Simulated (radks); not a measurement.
Values are calculated unless marked as measured or tabulated.
Excited configurations of the dysprosium ion Dy+: one electron is placed in a higher orbital outside [Xe] 4f10. The ground configuration is [Xe] 4f10 6s1. Code: a radial shooting solver on a logarithmic mesh with Libxc functionals. Model: Dirac Kohn-Sham, LDA (Slater exchange, Perdew-Wang correlation), spin-unpolarised, spherical densities, finite nucleus; open shells fill j = l - 1/2 first; Fermi nuclear charge, rms radius 5.2218 fm. Excitation = E - E(ground); binding = E(ion) - E, where the ion is the core of charge +2; n* = 2/sqrt(2 binding) in atomic units, and the quantum defect is n - n*.

outer orbital  excitation (eV)  binding (eV)     n*  quantum defect  eigenvalue (eV)  <r> (bohr)
5d3/2                    2.008         9.858  2.350           2.650           -6.124       2.895
5f5/2                    8.380         3.486  3.951           1.049           -2.486       8.742
6d3/2                    7.147         4.719  3.396           2.604           -3.538       7.513
6f5/2                    9.524         2.342  4.820           1.180           -1.788       14.97
7s1/2                    6.314         5.552  3.131           3.869           -4.392       7.652
7p1/2                    7.380         4.487  3.483           3.517           -3.512       9.026
7d3/2                    8.973         2.894  4.337           2.663           -2.263       13.25
7f5/2                   10.199         1.668  5.712           1.288           -1.315       22.61

Estimate the row for 6p1/2.

Answer. excitation (eV) 3.264; binding (eV) 8.603; n* 2.515; quantum defect 3.485; eigenvalue (eV) -6.462; <r> (bohr) 4.525. The Delta-SCF ionisation energy is 11.867 eV (NIST Atomic Spectra Database: 11.65 eV, semi-empirical). Self-interaction in the functional shifts the binding energies and quantum defects, so they are the method's values and not measured ones. Spin polarisation and multiplet splitting are left out, so open shells lie too high by an amount that depends on their filling.

Beside tabulated values, note that spin-unpolarised runs miss the spin-polarisation part of the exchange energy of open shells.
